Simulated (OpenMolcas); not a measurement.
An OpenMolcas run meant for C²⁺ (ANO-R3, X2C; inactive shells 1s; intended active space 2 electrons in 9 orbitals (RAS2 2s 2p; RAS3 3d, at most 2 electrons)). One step of its input:

```
&CASPT2
Multistate=3 1 2 3
Frozen=0 0
IPEA=0.25
Shift=5.0
MaxIter=60
WThr=0.0 0.3 0.05
PrWF=0.5
NoMix
```

The run finished. Its levels beside those of a sound run (SS-RASPT2, IPEA 0.25 Eh, imaginary shift 0.1 Eh (closed shells correlated: 1s)), in eV above each run's lowest level:

```
     Level  This run  Usual run
   2s² ¹S₀    0.0000     0.0000
2s 2p ³P°₀    6.4890     6.5102
2s 2p ³P°₁    6.4922     6.5134
2s 2p ³P°₂    6.4987     6.5198
2s 2p ¹P°₁   12.8638    12.8253
   2p² ³P₀   17.1054    17.1089
   2p² ³P₁   17.1086    17.1121
   2p² ³P₂   17.1150    17.1185
   2p² ¹D₂   18.2625    18.2203
   2p² ¹S₀   23.2111    22.8835
```

**Question.** Which setting is unsound, and how much does it matter here?

**Answer.** The level shift is far above the usual 0.1 to 0.3 hartree and damps the second-order energy. Against the sound run the excited levels shown move by 430 cm-1 on average and by 2600 cm-1 at most.

Active for correlation alone: 3d; no level in the range computed is led by a configuration that fills it, so any true level of that kind is missing. Only configurations of the active space appear.

° marks odd parity.
